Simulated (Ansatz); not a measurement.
GaH2(CH2SiH3) (CH₇GaSi), relaxed as a singlet with RKS PBE0-D4/def2-SVP in Ansatz, starting from the GFN2-xTB geometry. Force threshold 0.02 eV/Å.

Start:

```xyz
10

Ga   -1.139   -1.121    0.809
H    -0.680   -2.574    1.244
H    -2.686   -1.065    0.473
C     0.097    0.468    0.693
Si    0.845    0.608   -1.054
H    -0.451    1.388    0.927
H     0.904    0.371    1.426
H     1.604   -0.615   -1.361
H    -0.237    0.772   -2.037
H     1.743    1.767   -1.119
```

| step | energy (eV) | largest force component (eV/Å) | SCF passes |
| --- | --- | --- | --- |
| 1 | -61384.6184 | 1.094 | 22 |
| 2 | -61384.6979 | 0.370 | 24 |
| 3 | -61384.7079 | 0.087 | 24 |
| 4 | -61384.7087 | 0.018 | 23 |

Force components are those of the run's own axes.

End:

Cartesian coordinates in Å:
```
Ga -1.148 -1.126 0.821
H -0.580 -2.524 1.260
H -2.669 -0.956 0.460
C 0.063 0.420 0.687
Si 0.827 0.601 -1.019
H -0.493 1.346 0.910
H 0.882 0.314 1.419
H 1.611 -0.625 -1.375
H -0.241 0.770 -2.055
H 1.748 1.779 -1.109
```

By distances, no bond broke or formed. The bond that changes most is Ga1–C4, from 2.02 to 1.97 Å (atoms count from 1).

No frequencies were taken in this run, so the end may be a saddle point.

Hardware: 4 threads of Arm Neoverse V2 on a shared host. Wall time 6.5 s.
